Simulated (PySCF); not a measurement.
## Ga: excitation energy

Ga [Ar] 3d10 4s2 4p1 (2P) → Ga [Ar] 3d10 4s2 4d1 (2D), as a difference of total energies. All numbers are calculated (PySCF 2.14, the spin-free X2C one-electron Hamiltonian (Gaussian nucleus), in x2c-QZVPPall with one added diffuse shell each of s, p, d, f type (12s8p6d5f1g, 110 functions)). Correlated levels: valence: [Ar] 3d10 frozen; valence and next inner shell: [Ne] frozen. The calculations carry no spin-orbit coupling.

```json
{"method": "UHF", "excitation energy (eV)": "4.633", "error (eV)": "+0.388"}
{"method": "LDA", "excitation energy (eV)": "4.489", "error (eV)": "+0.244"}
{"method": "PBE", "excitation energy (eV)": "4.295", "error (eV)": "+0.050"}
{"method": "PBE0", "excitation energy (eV)": "4.456", "error (eV)": "+0.211"}
{"method": "r2SCAN", "excitation energy (eV)": "4.661", "error (eV)": "+0.416"}
{"method": "r2SCANh", "excitation energy (eV)": "4.689", "error (eV)": "+0.444"}
{"method": "LC-wPBE", "excitation energy (eV)": "4.952", "error (eV)": "+0.707"}
{"method": "M06-L", "excitation energy (eV)": "4.275", "error (eV)": "+0.030"}
{"method": "MP2 (valence)", "excitation energy (eV)": "4.664", "error (eV)": "+0.419"}
{"method": "SCS-MP2 (valence)", "excitation energy (eV)": "4.673", "error (eV)": "+0.428"}
{"method": "MP2 (valence and next inner shell)", "excitation energy (eV)": "4.722", "error (eV)": "+0.477"}
{"method": "SCS-MP2 (valence and next inner shell)", "excitation energy (eV)": "4.701", "error (eV)": "+0.456"}
```

Reference: 4.245 eV (measured; NIST levels, between the centres of gravity of the two terms).

Errors of the correlated levels include the incompleteness of this basis and the frozen core.

The promoted electron is Rydberg-like, and one or two diffuse shells describe it only roughly, which tends to raise the upper state.
